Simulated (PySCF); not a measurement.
Compound: C₈H₅Cl.
Numbering: `[CH:1]#[C:2][c:3]1[cH:4][cH:5][cH:6][cH:7][c:8]1[Cl:9]` (hydrogens: H10 on C1; H11 on C4; H12 on C5; H13 on C6; H14 on C7)

Computed by this run: PySCF, B3LYP/def2-SV(P) geometry optimisation, gas phase; density fitting, grid level 1; the optimiser is geomeTRIC in internal coordinates, started from a GFN2-xTB structure.

Step 0: E = -20888.1101 eV
```
atom  x, y, z in Å  |  force x, y, z in eV/Å
C1      4.2447    1.0745    0.6529    0.367  -0.080   0.014
C2      3.0490    1.1586    0.5902   -0.686   0.022  -0.034
C3      1.6397    1.2562    0.5175    0.312  -0.062   0.001
C4      0.8600    0.1094    0.3636   -0.083  -0.131  -0.013
C5     -0.5161    0.2016    0.2905   -0.122  -0.207  -0.035
C6     -1.1346    1.4395    0.3704   -0.129   0.023   0.003
C7     -0.3779    2.5887    0.5246   -0.117   0.153  -0.001
C8      1.0010    2.4967    0.5950    0.096   0.344   0.042
Cl9     1.9474    3.9333    0.7812    0.095   0.368   0.048
H10     5.2899    1.0036    0.7078    1.088  -0.073   0.057
H11     1.3524   -0.8497    0.3031    0.224  -0.420  -0.027
H12    -1.1087   -0.6927    0.1698   -0.293  -0.445  -0.057
H13    -2.2098    1.5137    0.3137   -0.551   0.044  -0.028
H14    -0.8513    3.5559    0.5886   -0.201   0.464   0.030
```

Step 1: E = -20888.1915 eV
```
atom  x, y, z in Å  |  force x, y, z in eV/Å
C1      4.2843    1.0398    0.6509    0.188  -0.005   0.013
C2      3.0786    1.1566    0.5921   -0.043   0.041  -0.001
C3      1.6562    1.2695    0.5189    0.013   0.036   0.007
C4      0.8616    0.1137    0.3640    0.048  -0.099  -0.009
C5     -0.5266    0.1920    0.2893   -0.041  -0.041  -0.005
C6     -1.1571    1.4376    0.3684   -0.068  -0.014  -0.007
C7     -0.3956    2.5967    0.5219   -0.034   0.124   0.012
C8      0.9965    2.5173    0.5971    0.037   0.126   0.012
Cl9     1.9089    3.9995    0.7917   -0.058  -0.192  -0.019
H10     5.3564    0.9549    0.7053   -0.086  -0.010  -0.006
H11     1.3644   -0.8559    0.3032   -0.009   0.032   0.002
H12    -1.1194   -0.7202    0.1699    0.019   0.015   0.001
H13    -2.2482    1.5107    0.3108    0.030   0.003   0.002
H14    -0.8744    3.5771    0.5854    0.004  -0.016  -0.001
```

**Question.** Estimate the geometry and energy of step 2. (The exact step hangs on the optimiser's Hessian estimate; all steps are aligned on step 1, rigid shifts and turns removed.)

**Answer.** E = -20888.1915 eV, largest force 0.204 eV/Å
```
atom  x, y, z in Å  |  force x, y, z in eV/Å
C1      4.2870    1.0485    0.6518   -0.009   0.000   0.002
C2      3.0800    1.1613    0.5924    0.002   0.004  -0.001
C3      1.6555    1.2645    0.5182   -0.033  -0.030  -0.004
C4      0.8633    0.1060    0.3633   -0.012   0.064   0.004
C5     -0.5255    0.1941    0.2896   -0.025  -0.045  -0.006
C6     -1.1569    1.4410    0.3685   -0.058   0.013  -0.003
C7     -0.4010    2.6054    0.5223    0.066  -0.165  -0.011
C8      0.9909    2.5097    0.5959    0.073   0.189   0.023
Cl9     1.9155    3.9769    0.7905    0.006   0.002   0.002
H10     5.3569    0.9631    0.7061    0.001  -0.008   0.000
H11     1.3643   -0.8635    0.3027   -0.009   0.003  -0.001
H12    -1.1203   -0.7161    0.1704   -0.009   0.001  -0.002
H13    -2.2473    1.5117    0.3109   -0.006  -0.014  -0.002
H14    -0.8770    3.5867    0.5861    0.012  -0.015   0.000
```

The energy changes by 0.0000 eV. The first-order estimate −F·Δx gives -0.0047 eV and the mean of the old and new forces, exact on a quadratic surface, -0.0001 eV. The step makes an angle of 69° with the force vector and moves no atom by more than 0.024 Å.

What follows is the cost of the whole optimisation. The run took 46 s of wall time on one thread, Arm Neoverse V1 (aarch64), shared host with 32 logical CPUs at a one-minute load of 9.5, and the process peaked at 0.59 GiB of memory.
